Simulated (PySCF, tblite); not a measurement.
Isomers of [C6H11NP]+ (charge +1), one GFN2-xTB conformer each. Single-point energies are computed at PBE0/pcSseg-1 (PySCF, gas phase, no added dispersion term), electronic only.

Question: Rank them by PBE0/pcSseg-1 energy, lowest first (kJ/mol).
A. `[CH3:1][NH:2][P+:3]1([CH3:4])[CH:5]=[CH:6][CH:7]=[CH:8]1` (charge +1) with C1–N2–P3–C4 56°
B. `[CH2:1]=[CH:2][P@H+:3]([CH3:4])[CH2:5][CH2:6][C:7]#[N:8]` (charge +1) with C1–C2–P3–C4 -128°, C2–P3–C5–C6 -50°, P3–C5–C6–C7 -41°

Answer: A (0.0), B (61.5).

As drawn, the lower has an N–H bond, which the higher lacks. GFN2-xTB itself gives, in the same order: 0.0, 123.0. Both levels put the same isomer lowest.

Which frontier levels and rotational constants go with these structures?

```tsv
SMILES	HOMO (eV, PBE0/pcSseg-1)	LUMO (eV)	A, B, C (MHz)
CN[P+]1(C)C=CC=C1	-11.74	-6.80	3047, 1292, 1244
C=C[P@H+](C)CCC#N	-13.08	-5.60	2159, 1422, 1053
```

What happens when harmonic zero-point energies from GFN2-xTB frequencies are added?

```
           SMILES  ZPE (kJ/mol)  electronic (kJ/mol)  with ZPE (kJ/mol)
CN[P+]1(C)C=CC=C1         405.4                  0.0                0.0
C=C[P@H+](C)CCC#N         395.5                 61.5               51.6
```

The zero-point energies span 9.9 kJ/mol. The order is unchanged.
